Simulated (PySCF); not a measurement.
Gas-phase reaction: I2 + CCl4 ⇌ 2 ICl + CCl2

Computed with PySCF and rigid-rotor harmonic-oscillator thermochemistry at 1 bar. † marks an energy on the PBE0/def2-TZVP geometry and frequencies; other levels use their own. MP2 and CCSD(T) freeze the core. All species are closed-shell singlets. I: scalar-relativistic def2 core potential, no spin-orbit coupling. MP2 isn't extrapolated to the basis-set limit. CCSD(T) isn't extrapolated to the basis-set limit. Warning, large T1 diagnostic: CCl2 (CCSD(T)/def2-TZVPP†).

```
level                ΔH°(298 K), kJ
-------------------  --------------
BLYP/def2-TZVP†                 235
CCSD(T)/def2-TZVPP†             296
MP2/def2-TZVPP†                 345
PBE/def2-SVP                    ___
PBE0/def2-SVP†                  ___
LDA/def2-TZVP†                  353
ωB97X-V/def2-TZVP†              ___
```

Task: Fill in the missing entries.

Result: 
- PBE/def2-SVP, ΔH°(298 K), kJ: 316
- PBE0/def2-SVP†, ΔH°(298 K), kJ: 340
- ωB97X-V/def2-TZVP†, ΔH°(298 K), kJ: 309
